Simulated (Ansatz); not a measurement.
Isolated molecules relaxed with PBE0-D4/def2-TZVP in Ansatz; ΔE leaves out vibrations. CCSD(T)/CBS is the MP2 limit (def2-TZVPP, def2-QZVPP) plus CCSD(T) − MP2 in def2-TZVPP, frozen cores. This one scheme is used for every species. DFT in def2-TZVPP. For Ge outer-core shells are correlated without core-valence functions, which leaves a few kJ/mol of doubt a bond. Scalar relativity is left out up to krypton. Each species was taken in one conformer, which may not be the lowest.

Reaction (ligand exchange at the Si–S bond): `F[SiH](F)[S][GeH3]` + HCl → `F[SiH](F)Cl` + `[SH][GeH3]`

Question: Is it downhill or uphill in electronic energy at CCSD(T)/CBS, and by how much? (Best estimate.)

Answer: Ansatz gave: Downhill: ΔE = -30.7 kJ/mol.

Question: What do these levels give: PBE-D4, B2PLYP, HF/def2-TZVPP, MP2/def2-QZVPP, SCS-MP2/def2-QZVPP, MP2/CBS(def2)? (Estimate.)

Answer: Computed: PBE-D4 -26.8, B2PLYP -36.6, HF/def2-TZVPP -46.3, MP2/def2-QZVPP -30.6, SCS-MP2/def2-QZVPP -33.7, MP2/CBS(def2) -30.0 kJ/mol.

Largest T1 diagnostic among the species: 0.012.

The D4 term adds +8.6 kJ/mol with B3LYP and +4.8 kJ/mol with PBE0; it sums over pairs of atoms, weighted by their polarisabilities, and B3LYP, whose exchange is more repulsive, gets the larger term. In def2-TZVPP, CCSD(T) changes the Hartree–Fock value by +14.7 kJ/mol (the triples alone add +2.4 kJ/mol) and MP2 by +15.4 kJ/mol.

B3LYP here is the variant with VWN-RPA as its local correlation; programs differ in this.
